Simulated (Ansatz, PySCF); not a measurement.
Species: InI, net charge 0, singlet state. SMILES: [In][I]
Geometry: optimised at B3LYP-D3(BJ)/def2-TZVP (Ansatz, a quantum-chemistry and plane-wave program).

Wanted: atomisation energy (electronic, to ground-state atoms), in kJ/mol. Correlated levels leave the core frozen unless marked. Open shells are spin-unrestricted. Spin-orbit coupling is left out. The frozen core is the preceding noble-gas configuration, with the filled d and f shells of earlier blocks. Past Kr the def2 sets carry scalar-relativistic core potentials. The coupled-cluster limit lacks core correlation, which all-electron functionals hold. CBS(X,Y): correlation extrapolated as X^-3; Hartree-Fock from the larger set.

```
level                      program  atomisation energy (kJ/mol)
-------------------  -------------  ---------------------------
M06-L-D4/def2-TZVPD  PySCF + dftd4                        364.2
```

Problem. Predict the CCSD(T)/CBS(def2-TZVPPD,def2-QZVPPD) result (Ansatz).

Solution. 355.7 kJ/mol
